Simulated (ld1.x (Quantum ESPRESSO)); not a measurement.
**What the settings do to the TM potential of tungsten (W)**

Base potential:

tungsten (W), norm-conserving Troullier–Martins (Kleinman–Bylander form), made with ld1.x (Quantum ESPRESSO) 7.5 (PBE, scalar-relativistic). Core [Kr] 4d10, reference 4f14 5s2 5p6 5d4 6s2 6p0. Waves: 5s (bound): rc 1.15 bohr; 5p (bound): rc 2.00 bohr; 5d (bound): rc 2.70 bohr; 4f (bound): rc 1.00 bohr. Local part: all-electron potential smoothed inside 1.50 bohr (lloc = -1). Core correction: a·sin(br)/r model core inside 0.95 bohr.

Occupied shells without a wave of their own: 6s. They enter only through the test configuration that unscreens the potential, and ld1.x also counts them in the model core charge.

Cutoffs, loose and tight: the cutoffs (Ry, on a coarse ladder) from which the occupation-weighted sum of valence levels, in a spherical-Bessel basis at the reference potential, stays within 10 and 1 mRy of its value at 400 Ry. They do not see the model core or the augmentation charge, which bear on the density cutoff. Test errors are all-electron minus pseudo excitation energies from the reference, over the configurations 4f14 5s2 5p6 5d4 6s1 6p0; 4f14 5s2 5p6 5d4 6s0 6p0; 4f14 5s2 5p6 5d3 6s0 6p0; 4f14 5s2 5p6 5d5 6s0 6p0; 4f14 5s2 5p6 5d4 6s0 6p1; 4f14 5s1 5p6 5d4 6s2 6p0; 4f14 5s2 5p6 5d2 6s0 6p0. A dash means not determined; rows that change the core or the reference have their own tests. The largest error is taken over the tests solved by every variant that gives reliable tests at all: 4f14 5s1 5p6 5d4 6s2 6p0; 4f14 5s2 5p6 5d4 6s1 6p0; 4f14 5s2 5p6 5d5 6s0 6p0.

With those shells counted twice in exchange and correlation these files are broken, and their errors move erratically; no question is asked of them.

| change | outcome | cutoff, loose | cutoff, tight | bound ghosts | largest test error (meV) |
| --- | --- | --- | --- | --- | --- |
| base | generated | over 300 Ry | over 300 Ry | none | -205 |
| core correction none | generated | over 300 Ry | over 300 Ry | none | -75 |
| core correction a·sin(br)/r model core inside 0.42 bohr | generated | over 300 Ry | over 300 Ry | none | -205 |
| core correction a·sin(br)/r model core inside 0.50 bohr | generated | over 300 Ry | over 300 Ry | none | -205 |
| core correction a·sin(br)/r model core inside 0.60 bohr | generated | over 300 Ry | over 300 Ry | none | -205 |
| core correction a·sin(br)/r model core inside 0.76 bohr | generated | over 300 Ry | over 300 Ry | none | -205 |
| core correction a·sin(br)/r model core inside 0.84 bohr | generated | over 300 Ry | over 300 Ry | none | -205 |
| core correction a·sin(br)/r model core inside 0.94 bohr | generated | over 300 Ry | over 300 Ry | none | -205 |
| core correction a·sin(br)/r model core inside 1.06 bohr | generated | over 300 Ry | over 300 Ry | none | -205 |
| core correction a·sin(br)/r model core inside 1.18 bohr | generated | over 300 Ry | over 300 Ry | none | -205 |
